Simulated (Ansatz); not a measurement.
Consider the cleavage of the Si–Si bond: `O[Si](O)(F)[SiH3]` + `OB(F)F` → `FB(F)O[SiH3]` + `O[SiH](O)F`.

Gas-phase electronic energies from Ansatz, PBE0-D4/def2-TZVP geometries. CCSD(T)/CBS adds triple-zeta CCSD(T) − MP2 to the extrapolated MP2 energy (def2 sets, frozen cores). This one scheme is used for every species. DFT in def2-TZVPP. B3LYP here is the variant with VWN-RPA as its local correlation; programs differ in this. Each species was taken in one conformer, which may not be the lowest.

```csv
level,ΔE (eV)
B3LYP-D4,-0.98
CCSD/CBS(def2),-1.06
```

What does CCSD(T)/CBS give? (Estimate.)

The calculation gave: -1.02 eV. The listed levels differ from it by 0.04, -0.04 eV.

Largest T1 diagnostic among the species: 0.013.

Leaving LDA and LC-ωPBE aside and taking each functional with its dispersion term where it has one, the values, not all of them listed here, spread over 0.39 eV, from BHLYP-D4 to revPBE-D4. From BLYP to BHLYP (50 % exact exchange), in def2-TZVPP and without D4, ΔE moves by −0.19 eV.
